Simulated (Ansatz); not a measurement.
C2H6ClNOSi, SMILES `NC(=O)[SiH2]CCl` from Hartree–Fock to CCSD(T)

Cartesian coordinates in Å:
```
N -1.716 -0.145 -1.572
C -1.219 0.140 -0.347
O -1.916 0.187 0.652
Si 0.658 0.497 -0.135
C 1.183 -0.439 1.404
Cl 2.894 -0.077 1.765
H -1.125 -0.196 -2.382
H -2.705 -0.318 -1.674
H 1.447 0.051 -1.316
H 0.829 1.955 0.064
H 0.581 -0.138 2.260
H 1.091 -1.518 1.280
```

The species carries charge 0 and has multiplicity 1. All single points use the PBE0-D4/def2-TZVP geometry. It is one conformer, not always the lowest. Frozen core, restricted reference, Ansatz. CBS rows extrapolate triple and quadruple zeta; past MP2 they add the triple-zeta difference.

```csv
basis,HF (Eh),MP2 corr.,CCSD corr.,(T),CCSD(T) total
def2-TZVPP,?,-1.07831,-1.12676,?,?
def2-QZVPP,-957.12858,?,–,–,–
CBS(def2),-957.13289,-1.22491,?,as TZ,?
```

Problem. Fill in the withheld values. (Estimate.)

Solution. Computed: def2-TZVPP HF (Eh): -957.09729; def2-TZVPP (T): -0.04903; def2-TZVPP CCSD(T) total: -958.27308; def2-QZVPP MP2 corr.: -1.16253; CBS(def2) CCSD corr.: -1.27335; CBS(def2) CCSD(T) total: -958.45527.
